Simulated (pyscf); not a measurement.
**Routes from HO–SiH₂–O–SiH₃**

Candidate steps break at most two bonds and form at most two. Each was searched with GFN2-xTB (tblite) first. Structures and frequencies: ωB97X-D3(BJ)/def2-SVP in PySCF. Correlated levels are frozen-core, on RHF or UHF. ΔMP2 is the change of the MP2 total energy from the triple- to the quadruple-zeta basis. Energies: CCSD(T)/def2-TZVPP + ΔMP2(QZVPP), kJ/mol, from the reactant's lowest minimum found, singlet surface; ΔG‡ with ideal gas, 1 atm, RRHO with modes under 100 cm⁻¹ raised to 100, one conformer, R ln 2 for chiral ones without a mode under 150 cm⁻¹.

```tsv
products	type	ΔE‡	ΔE	ΔG‡ 298 K	ΔG‡ 900 K	ν‡ (cm⁻¹)
O=SiH₂ + HO–SiH₃	elimination (H–O, O–Si broken, H–O formed)	243.2	+317.2	–	–	398i
O=SiH₂ + HO–SiH₃	elimination (O–Si, H–Si broken, H–Si formed)	266.3	+317.2	–	–	180i
```

A dash marks a saddle under its separated products, where this table gives no free-energy barrier. Row 1: On the product side the descent ends in an adduct with a O–Si contact, 92.0 kJ/mol under the separated species and 6.5 kJ/mol under the saddle at ωB97X-D3(BJ)/def2-TZVP. Row 2: On the product side the descent ends in a bound adduct, 71.6 kJ/mol under the separated species and 0.9 kJ/mol under the saddle at ωB97X-D3(BJ)/def2-TZVP. 

Plain bond fissions and candidates not yet searched are not listed, and one of them may be faster. Each barrier is that of the saddle found; lower ones may exist. The CCSD(T) − MP2 part came from Ansatz, without density fitting, on the same reference.
